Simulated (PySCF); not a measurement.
Molecule: SMILES C(CC)OBC[SiH3], C4H13BOSi.

Cartesian coordinates in Å; atom numbers follow the order of the lines, from 1:
```xyz
20

C    -3.0164   -0.1558    0.8779
C    -2.1101    0.3628   -0.2307
C    -0.6827    0.5905    0.2698
O     0.1161    1.1240   -0.7604
B     1.1698    0.5519   -1.3361
C     1.7963   -0.8474   -0.9505
Si    2.9972   -0.6674    0.5144
H    -4.0245   -0.3101    0.5021
H    -3.0610    0.5551    1.6999
H    -2.6454   -1.1025    1.2643
H    -2.4963    1.3058   -0.6216
H    -2.0817   -0.3517   -1.0562
H    -0.6893    1.3226    1.0866
H    -0.2654   -0.3479    0.6526
H     1.6612    1.2195   -2.1716
H     1.0404   -1.5856   -0.6776
H     2.3523   -1.2681   -1.7877
H     4.1263    0.1926    0.1567
H     3.4942   -1.9989    0.8820
H     2.3139   -0.0978    1.6832
```

Frames of a GFN2-xTB Langevin trajectory at 400 K; GIAO PBE0/pcSseg-1 shieldings in PySCF 2.14.0 with density-fitted response routines, gas phase, non-relativistic; equivalent atoms averaged within each frame.

Referencing at the same level of theory: 13C (σ = 186.93 ppm) and 29Si (σ = 349.16 ppm) and 1H (σ = 31.72 ppm) vs TMS; 17O (σ = 336.08 ppm) vs H2O; BF3·OEt2 for 11B (σ = 100.07 ppm). The references are static minima.

How do the shifts (ppm) fluctuate along the trajectory?

Answers


```csv
time (fs),C3,C2,C1,C6,O4,B5,Si7,H15,H13/H14,H18/H19/H20
250,80.1,28.6,9.0,0.2,217.9,45.1,-79.3,5.93,4.50,4.09
425,75.4,26.8,15.5,4.4,204.4,46.5,-73.0,5.11,4.32,4.91
625,78.6,34.8,9.5,4.9,235.2,48.5,-73.0,5.63,4.54,4.68
800,83.7,39.7,15.5,1.2,223.6,44.7,-86.3,5.17,4.57,3.87
1000,76.4,40.5,16.7,-3.4,223.0,45.0,-81.2,5.70,4.44,4.29
mean of frames,78.9,34.1,13.2,1.5,220.8,46.0,-78.6,5.51,4.47,4.37
standard deviation,3.3,6.2,3.7,3.4,11.1,1.6,5.7,0.36,0.10,0.43
```

5 frames give an uncertainty of the mean of about the standard deviation over 2.2 at best, since frames this close in time may not be independent; classical motion lacks zero-point vibration, and the reference would need the same averaging.
